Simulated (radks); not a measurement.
Values are calculated unless marked as measured or tabulated.
Species: K4+. Configuration: [Ne] 3s2 3p3.

Code: a radial shooting solver on a logarithmic mesh with Libxc functionals. Model: non-relativistic Kohn-Sham, exchange-only LDA, spin-polarised, spherical densities, point nucleus; open shells are filled with parallel spins first.

Energy parts (hartree):
total: -591.67329
kinetic: 591.67329
electron-nucleus: -1374.86591
Hartree: 220.19589
exchange: -28.67656

Orbitals (lengths in bohr, moments of r in powers of bohr):
orbital  occ.  eigenvalue (hartree)     <r^2>
1s up       1             -130.7428  0.008974
1s down     1             -130.7038  0.008970
2s up       1             -15.09143    0.1810
2s down     1             -15.04730    0.1802
2p up       3             -12.55257    0.1528
2p down     3             -12.49935    0.1520
3s up       1              -3.28844     1.576
3s down     1              -3.07026     1.607
3p up       3              -2.64549     1.778
3p down     0              -2.43417     1.839

The highest occupied level is 3p up at -71.988 eV. Spin moment in Bohr magnetons: 3. The electron density at the nucleus is 4524 e/bohr^3. Summed over all electrons, <r^2> = 9.811 bohr^2, which gives a Langevin (diamagnetic) susceptibility term of -7.77 x 10^-6 cm^3/mol. The spin density at the nucleus is -0.5195 e/bohr^3 (1s -0.6425, 2s -0.1746, 3s 0.2977), a Fermi contact field of -27.2 T. The density falls to 0.001 e/bohr^3 at r = 2.72 bohr. Virial ratio -V/T = 2.00000.
